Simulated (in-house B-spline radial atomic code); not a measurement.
Response and correlation of Cl7+

Closed shell [He] 2s2 2p6. Computed with an all-electron radial atomic-structure program (B-spline basis): Dirac-Hartree-Fock, relativistic RPA (time-dependent Dirac-Hartree-Fock) for the response and second-order many-body perturbation theory for correlation, no-pair Dirac-Coulomb Hamiltonian, finite nucleus.

Command:
```bash
python run_mb.py task.json out
```
Settings (nuclear radius in fm, box in bohr, cutoff in hartree):
```
basis_form          2
Z                   17
core_configuration  [He] 2s2 2p6
rms_radius          3.3654
mass_number         35
speed_of_light      137.036
box_radius          8.526
lmax                7
intervals           62
virtual_cutoff      7225.0
```

Time taken, with all properties: 1.2 s on 1 thread of Intel(R) Xeon(R) Platinum 8259CL CPU @ 2.50GHz, with other jobs on the host.

```csv
"multipole (bohr³, bohr⁵, bohr⁷)",uncoupled,coupled RPA
dipole,0.049117,0.050929
quadrupole,0.015821,?
octupole,0.0086912,0.0095559
```

(1) What is the coupled quadrupole polarisability?

(2) Which subshells carry the dipole polarisability?

(3) What does the dipole shielding factor come to?

Dipole polarisability at imaginary frequency:

| u (Eh) | α(iu) (bohr³) |
| --- | --- |
| 0 | 0.05093 |
| 1.13 | 0.05034 |
| 3.39 | 0.04616 |
| 6.79 | 0.03643 |
| 11.3 | 0.02498 |
| 22.6 | 0.01079 |
| 45.3 | 0.003529 |
| 113 | 0.0006725 |

(4) What dispersion coefficients follow for two such ions (the dispersion part alone)?

Lowest J = 1 odd-parity excitations:

| energy (eV) | oscillator strength | leading channel | weight |
| --- | --- | --- | --- |
| 210.68 | 0.0499 | 2p3/2 → s1/2 | 0.777 |
| 212.77 | 0.196 | 2p1/2 → s1/2 | 0.776 |
| 245.9 | 0.00424 | 2p3/2 → d3/2 | 0.633 |
| 249.28 | 0.115 | 2p1/2 → d3/2 | 0.348 |
| 252.47 | 1.73 | 2p1/2 → d3/2 | 0.575 |
| 279.45 | 0.0237 | 2p3/2 → s1/2 | 0.965 |
| 281.13 | 0.0255 | 2p1/2 → s1/2 | 0.963 |
| 292.32 | 0.00388 | 2p3/2 → d3/2 | 0.7 |

Second-order correlation energy by the highest angular momentum of the excited pair (hartree): s -0.01871, p -0.1391, d -0.1603, f -0.0453, g -0.01776, h -0.006797, i -0.003137, k -0.001637.

(5) What is the second-order correlation energy at the partial-wave limit?

## Answers

(1) 0.017455 atomic units, +10 % against the uncoupled value.

(2) 2p3/2 60.2 %, 2p1/2 29.5 %, 2s1/2 10.3 %.

(3) The dipole shielding factor is 0.588, against the exact N/Z = 10/17 = 0.588 of the non-relativistic theorem.

(4) C6 = (3/π)∫α(iu)²du = 0.02175 hartree·bohr⁶ and C8 = 0.03886 hartree·bohr⁸.

(5) The listed waves sum to -0.39278 hartree; extrapolating the increments as (l + 1/2)⁻⁴ gives -0.39613 hartree, -1.08 eV per electron.
